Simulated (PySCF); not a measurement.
How methods differ on the ionisation energy of Pb⁺

Pb⁺ [Xe] 4f14 5d10 6s2 6p1 [6p1/2^1, M_J = 1/2] → Pb²⁺ [Xe] 4f14 5d10 6s2, as a difference of total energies. All numbers are calculated (PySCF 2.14, the two-component X2C-1e Hamiltonian, in x2c-QZVPPall-2c (16s16p12d7f1g, 182 functions)). Correlated levels: [Kr] 4d10 4f14 frozen; the 58 highest virtual spinors dropped. "Screened" scales the spin-orbit matrix elements by Boettger's factors to mimic the two-electron term; Breit and QED terms are absent.

```csv
method,ionisation energy (eV),error (eV)
GHF (spin-free),13.198,-1.834
GMP2 (spin-free),13.615,-1.417
GHF (screened spin-orbit),14.495,-0.537
GMP2 (screened spin-orbit),14.886,-0.146
```

Reference: 15.032 eV (measured; NIST Atomic Spectra Database, ionization energies).

The spin-free rows lack the spin-orbit shift.
